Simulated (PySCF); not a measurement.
Ge(F)(Br)2(NH2) (Br₂FGeH₂N), SMILES [Br][Ge]([Br])([NH2])[F].

The structure is a stationary point at PBE-D3(BJ)/def2-SVP. One conformer was computed; it need not be the lowest.

Two levels are set side by side: PBE/def2-TZVP (PySCF) and HF/def2-TZVP (PySCF). Same geometry, gas phase. Differences are taken from unrounded values.

| quantity | HF | PBE | PBE minus HF |
|---|---|---|---|
| orbital gap (eV) | 13.62 | 4.29 | -9.33 |
| highest occupied level (eV) | -11.74 | -7.12 | 4.62 |
| lowest empty level (eV) | 1.87 | -2.83 | -4.70 |
| dipole moment (D) | 3.01 | 2.78 | -0.24 |
| mean polarisability (bohr³) | 68.8 | 77.9 | 9.1 |

Without exact exchange PBE keeps part of each electron's self-repulsion, which lifts occupied levels and narrows the gap. PBE's more diffuse valence density responds more strongly to a field. Differences between two approximate levels are no errors against the true value.

Rough cost on one machine, each run with all the roots and properties that it gave: HF against PBE within a factor of 2.
